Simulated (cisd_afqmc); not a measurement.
Input (AFQMC/CISD/aug-cc-pVDZ; cisd_afqmc is a phaseless AFQMC code with CISD trial states that reads the integrals written by Ansatz):

Ansatz 0.2 input:
```python
import cisd_afqmc

open("ham.yaml", "w").write("""\
crystal:
  periodic: [false, false, false]
  atoms:
    - {symbol: Se, position_ang: [-0.00000000, -0.00000000, -0.04223725]}
    - {symbol: H, position_ang: [0.00000000, 0.00000000, 1.43606650]}
basis:
  gaussian:
    orbitals: aug-cc-pVDZ
total_charge: -1
magnetization: {spin_polarized: false}
correlation: {method: ccsd, electrons: outside_noble_gas, hamiltonian_folder: ham}
""")
rep = cisd_afqmc.ansatz("ham.yaml")
e_ccsd = rep["correlation"]["coupled_cluster"]["energy"]["hartree"]
out = cisd_afqmc.run("ham", e_ccsd, trial="CISD", walkers=200, populations=8, threads=8, dt=0.005, steps=40, early=24, settle=10, least=32,
    cut=5e-5, rank_cut=2e-4, target=0.0004, seconds=1500, seed=1, memory=17280, gpu=False)
```

Output:

```
orbitals 31, occupied [4], factors 166 of 494, rank of the doubles 57 of 108
E(HF) = -2400.427053
E(CCSD) on the cut factors = -2400.581537, shift to the whole factors -0.000005
Energy of the trial state on the determinant = -2400.581614
  tau behind 7.2 of longer steps, mean of the populations' last blocks
   2.0  -2400.58717
   4.0  -2400.58651
   6.0  -2400.58684
   8.0  -2400.58709
blocks 263 (0 outliers left out), error by blocks joined: 1: 0.00009, 2: 0.00012, 4: 0.00016, 8: 0.00021, 16: 0.00020
E(AFQMC/CISD) = -2400.58685 +/- 0.00021
```
